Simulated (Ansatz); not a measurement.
Ge(vinyl)(NMe2)3 (C8H21GeN3). Total charge 0; singlet. Geometry PBE-D4/def2-SVP; atoms count from 1.

| atom | x (Å) | y (Å) | z (Å) |
| --- | --- | --- | --- |
| Ge1 | -0.2972 | 0.2807 | 0.0293 |
| C2 | -1.1546 | 2.0353 | 0.0410 |
| C3 | -0.4892 | 3.1315 | -0.3704 |
| H4 | -2.1953 | 2.1378 | 0.3988 |
| H5 | 0.5525 | 3.0695 | -0.7308 |
| H6 | -0.9489 | 4.1359 | -0.3700 |
| N7 | -1.3579 | -0.9478 | -0.8516 |
| C8 | -2.7825 | -1.0067 | -0.6178 |
| C9 | -0.8010 | -2.1111 | -1.5042 |
| H10 | -3.3474 | -1.1409 | -1.5724 |
| H11 | -3.1486 | -0.0693 | -0.1524 |
| H12 | -3.0824 | -1.8501 | 0.0559 |
| H13 | 0.2965 | -1.9969 | -1.6082 |
| H14 | -0.9937 | -3.0612 | -0.9420 |
| H15 | -1.2298 | -2.2524 | -2.5265 |
| N16 | 0.0117 | -0.2304 | 1.7799 |
| C17 | 0.4099 | 0.7142 | 2.7979 |
| C18 | 0.2032 | -1.6223 | 2.1169 |
| H19 | -0.1377 | 0.5339 | 3.7550 |
| H20 | 0.1831 | 1.7513 | 2.4762 |
| H21 | 1.5033 | 0.6721 | 3.0417 |
| H22 | -0.2013 | -2.2717 | 1.3146 |
| H23 | 1.2779 | -1.9023 | 2.2690 |
| H24 | -0.3339 | -1.8866 | 3.0600 |
| N25 | 1.2962 | 0.3063 | -0.9123 |
| C26 | 1.3304 | 0.6175 | -2.3230 |
| C27 | 2.5818 | 0.2348 | -0.2587 |
| H28 | 1.8017 | 1.6103 | -2.5408 |
| H29 | 0.3026 | 0.6368 | -2.7402 |
| H30 | 1.9088 | -0.1448 | -2.9025 |
| H31 | 2.4518 | -0.0213 | 0.8119 |
| H32 | 3.2366 | -0.5499 | -0.7149 |
| H33 | 3.1532 | 1.1981 | -0.3093 |

(1) Estimate the Mulliken populations of the heavy atoms from the PBE0/def2-TZVP orbitals of Ansatz.

(2) And the Mayer bond orders between heavy atoms (over 0.3)?

Answers

(1) 
```
atom  charge (e)
 Ge1        0.37
  C2       -0.28
  C3       -0.21
  N7       -0.19
  C8       -0.28
  C9       -0.32
 N16       -0.21
 C17       -0.30
 C18       -0.29
 N25       -0.22
 C26       -0.31
 C27       -0.28
```
Mulliken values depend strongly on the basis.

(2) Ge1–C2 0.93 (1.95 Å); Ge1–N7 1.10 (1.85 Å); Ge1–N16 1.10 (1.85 Å); Ge1–N25 1.05 (1.85 Å); C2–C3 1.95 (1.35 Å); N7–C8 0.98 (1.44 Å); N7–C9 0.99 (1.45 Å); N16–C17 0.99 (1.44 Å); N16–C18 0.99 (1.44 Å); N25–C26 0.98 (1.45 Å); N25–C27 0.99 (1.44 Å).
